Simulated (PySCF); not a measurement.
# The first ionisation energy along the 3d series

Calculated with PySCF 2.14 from differences of total energies of unrestricted determinants, without spin-orbit coupling. Values in eV. The last column holds reference values (NIST; (s) semi-empirical, (t) theoretical, else measured). Unmarked ones compare directly (S terms, centres of terms, or small fine structure); those marked * lie between the lowest fine-structure levels and include a spin-orbit shift.

```tsv
element	configurations	UHF	LDA	MP2 (valence)	SCS-MP2 (valence)	reference
Sc (cc-pVDZ, non-relativistic)	[Ar] 3d1 4s2 → [Ar] 3d1 4s1	5.369	6.654	6.020	6.149	6.562
V (cc-pVDZ, non-relativistic)	[Ar] 3d3 4s2 → [Ar] 3d4	5.901	6.208	6.210	6.677	6.732
Cr (cc-pVDZ, non-relativistic)	[Ar] 3d5 4s1 → [Ar] 3d5	5.911	7.433	6.322	6.048	6.767
Mn (cc-pVDZ, non-relativistic)	[Ar] 3d5 4s2 → [Ar] 3d5 4s1	5.982	7.486	6.845	7.027	7.434
Ni (cc-pVDZ, non-relativistic)	[Ar] 3d8 4s2 → [Ar] 3d9	7.673	7.196	6.399	6.646	7.640 *
Zn (cc-pVDZ-PP with ECP10MDF, ECP)	[Ar] 3d10 4s2 → [Ar] 3d10 4s1	7.873	n/a	8.910	8.948	9.394
```

Q: Which of these methods has the smallest mean absolute error against the measured values here?

A: LDA, with 0.334 eV.

```tsv
method	elements	mean error (eV)	mean absolute error (eV)	largest error (eV)
UHF	5	-1.171	1.171	-1.522
LDA	4	0.072	0.334	0.666
MP2 (valence)	5	-0.516	0.516	-0.589
SCS-MP2 (valence)	5	-0.408	0.408	-0.718
```

Errors include the incompleteness of the basis and the frozen core.

"Valence" correlates the outer s and p shells and, in groups 3 to 12 and the f block, the outer d or f shell, open or full, or the next shell where the ion has no valence electron left; the wider scheme adds the next inner shell.
